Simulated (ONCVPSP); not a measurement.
Potentials for Rb (Z = 37) compared

Generated with ld1.x 7.5 (TM, RRKJ, ultrasoft, PAW), atompaw 4.2 or ONCVPSP 4.0.1. The cutoff is in Ry: for ld1.x and atompaw files where the sum of valence levels is converged to 10 mRy in a Bessel basis, for ONCV files where the hardest occupied wave has 1 mHa per electron of residual kinetic energy. The error is the largest all-electron minus pseudo excitation energy over each file’s own four to seven test configurations (ionisations up to +4, promotions, holes and added fractions of an electron), all of which were solved. The labels leave out finer settings (local radius, basis sizes, second energies), which also bear on the numbers. Spin-polarised tests are not counted. The rows are a selection from randomly drawn settings: files with unsolved tests, undetermined cutoffs or missed reference levels are left out.

A true bound ghost makes a file unfit for plane-wave use even where its test errors are small: the radial tests pick states by their node count and pass the ghost by.

| potential | cutoff (Ry) | largest error (meV) | bound ghosts |
| --- | --- | --- | --- |
| ONCV, BLYP, scalar-relativistic, rc 2.20/1.80/1.85 (spd), local smoothed, core correction yes, reference 4s2 4p6 5s1, qcut 5/4/6.1, projectors 2/2/1 | 17 | -123 | none |
| ONCV, PBEsol, fully relativistic, rc 2.30/1.55/1.95 (spd), local smoothed, core correction no, reference 4s2 4p6 5s1, qcut 3.3/3.6/3.7, projectors 2/1/2 | 43 | -170 | none |
| ONCV, LDA (Perdew-Wang 92), scalar-relativistic, rc 2.35/2.65/2.30 (spd), local smoothed, core correction yes, reference 4s2 4p6 5s1, qcut 6.8/4.9/3.6, projectors 2/3/2 | 24 | -35 | none |

(1) Fill in the row for Rb: ONCV, PBE, scalar-relativistic, rc 2.90/1.85/1.85 (spd), local d, core correction no, reference 4s2 4p6 5s1, qcut 4.5/3.9/6, projectors 2/2/0.

(2) Fill in the row for Rb: ONCV, BLYP, fully relativistic, rc 2.50/2.40/2.70 (spd), local smoothed, core correction yes, reference 4s2 4p6 5s0.75 5p0.25, qcut 6.3/6.3/4.1, projectors 2/3/2.

(3) Fill in the row for Rb: ONCV, LDA (Perdew-Zunger), scalar-relativistic, rc 1.95/2.45/1.85 (spd), local smoothed, core correction yes, reference 4s2 4p6, qcut 6.1/4.9/5.1, projectors 2/3/1.

Results:

(1) cutoff 14 Ry, largest error -255 meV, bound ghosts: p.

(2) cutoff 21 Ry, largest error -5.5 meV, bound ghosts: none.

(3) cutoff 26 Ry, largest error +0.2 meV, bound ghosts: none.
